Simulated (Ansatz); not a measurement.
Consider the cleavage of the Ge–Ge bond: `[GeH3][GeH2][GeH2][GeH2][GeH3]` + `O[SiH](F)F` → `F[SiH](F)[O][GeH3]` + `[GeH3][GeH2][GeH2][GeH3]`.

Computed with Ansatz on PBE0-D4/def2-TZVP structures; ΔE is electronic, products minus reactants. CBS: MP2 limit from def2 TZ/QZ plus the TZ coupled-cluster correction, frozen cores. Functionals use def2-TZVPP. B3LYP here is the variant with VWN-RPA as its local correlation; programs differ in this. For Ge outer-core shells are correlated without core-valence functions, which leaves a few kJ/mol of doubt a bond. Scalar relativity is left out up to krypton. One conformer a species, not always the lowest.

```json
{"level": "B3LYP-D4", "ΔE (kJ/mol)": "-0.8", "difference from CCSD(T)/CBS": "-3.5"}
{"level": "r2SCANh-D4", "ΔE (kJ/mol)": "2.5", "difference from CCSD(T)/CBS": "-0.2"}
{"level": "PBE-QIDH", "ΔE (kJ/mol)": "2.1", "difference from CCSD(T)/CBS": "-0.6"}
{"level": "PBE", "ΔE (kJ/mol)": "9.0", "difference from CCSD(T)/CBS": "6.3"}
{"level": "BLYP", "ΔE (kJ/mol)": "-7.0", "difference from CCSD(T)/CBS": "-9.7"}
{"level": "PBE0", "ΔE (kJ/mol)": "6.0", "difference from CCSD(T)/CBS": "3.3"}
{"level": "r2SCAN0", "ΔE (kJ/mol)": "1.1", "difference from CCSD(T)/CBS": "-1.6"}
{"level": "LC-ωPBE", "ΔE (kJ/mol)": "-3.7", "difference from CCSD(T)/CBS": "-6.4"}
{"level": "RPA@PBE/def2-TZVPP", "ΔE (kJ/mol)": "-5.6", "difference from CCSD(T)/CBS": "-8.3"}
{"level": "MP2/def2-SVP", "ΔE (kJ/mol)": "-11.3", "difference from CCSD(T)/CBS": "-14.0"}
{"level": "CCSD/def2-SVP", "ΔE (kJ/mol)": "-15.2", "difference from CCSD(T)/CBS": "-17.9"}
{"level": "SCS-MP2/def2-TZVPP", "ΔE (kJ/mol)": "-8.7", "difference from CCSD(T)/CBS": "-11.4"}
{"level": "CCSD(T)/def2-TZVPP", "ΔE (kJ/mol)": "-0.9", "difference from CCSD(T)/CBS": "-3.6"}
{"level": "HF/def2-QZVPP", "ΔE (kJ/mol)": "-35.4", "difference from CCSD(T)/CBS": "-38.1"}
{"level": "SCS-MP2/def2-QZVPP", "ΔE (kJ/mol)": "-8.7", "difference from CCSD(T)/CBS": "-11.4"}
{"level": "CCSD/CBS(def2)", "ΔE (kJ/mol)": "-0.6", "difference from CCSD(T)/CBS": "-3.3"}
{"level": "CCSD(T)/CBS", "ΔE (kJ/mol)": "2.7", "difference from CCSD(T)/CBS": "0"}
```

Largest T1 diagnostic among the species: 0.012.

The D4 term adds +7.1 kJ/mol with B3LYP and +4.4 kJ/mol with PBE0; it sums over pairs of atoms, weighted by their polarisabilities, and B3LYP, whose exchange is more repulsive, gets the larger term. Leaving LDA and LC-ωPBE aside and taking each functional with its dispersion term where it has one, the values, not all of them listed here, spread over 25.2 kJ/mol, from B97M-V to PBE-D4. LDA lies +6.5 kJ/mol from PBE without D4. At CCSD(T), def2-SVP lies −15.5 kJ/mol from the extrapolated value and def2-TZVPP −3.6 kJ/mol.
